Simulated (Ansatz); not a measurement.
System: sum formula GaBrF2, charge 0, multiplicity 1. 
Geometry from a B3LYP-D3(BJ)/def2-TZVP (Ansatz, an electronic-structure program) optimisation:
SMILES: [F][Ga]([F])[Br]
```xyz
4

F     -1.4403     1.6954     0.0432
Ga    -0.7327     0.1047     0.0092
F     -1.8582    -1.2238    -0.0016
Br     1.4972    -0.2140    -0.0189
```

Computed values are from Ansatz. Correlated levels leave the core frozen unless marked. UHF or UKS for open shells. No spin-orbit coupling. Frozen are the shells of the preceding noble gas and the d and f shells that filled before the atom's block. No relativistic terms. CBS marks a two-point X^-3 extrapolation of the correlation energy; Hartree-Fock from the larger set (for Q and 5 zeta extrapolated as (X+1)exp(-9√X)).

```json
{
 "atomisation energy De": "1306.5 kJ/mol at CCSD(T)/CBS(cc-pVQZ,cc-pV5Z)",
 "vertical ionisation energy (to the doublet)": "12.13 eV at CCSD(T)/CBS(aug-cc-pVTZ,aug-cc-pVQZ)",
 "vertical electron affinity (to the doublet; negative means unbound)": "0.49 eV at CCSD(T)/CBS(aug-cc-pVTZ,aug-cc-pVQZ)",
 "vertical_triplet_singlet_gap": "6.06 eV at CCSD(T)/CBS(aug-cc-pVTZ,aug-cc-pVQZ)",
 "total_energy": "-4695.7849 Eh at CCSD(T)/CBS(cc-pVQZ,cc-pV5Z)",
 "dipole_moment": "1.49 D at CCSD(T)/aug-cc-pVDZ",
 "T1 diagnostic": "0.012 at CCSD/cc-pV5Z"
}
```
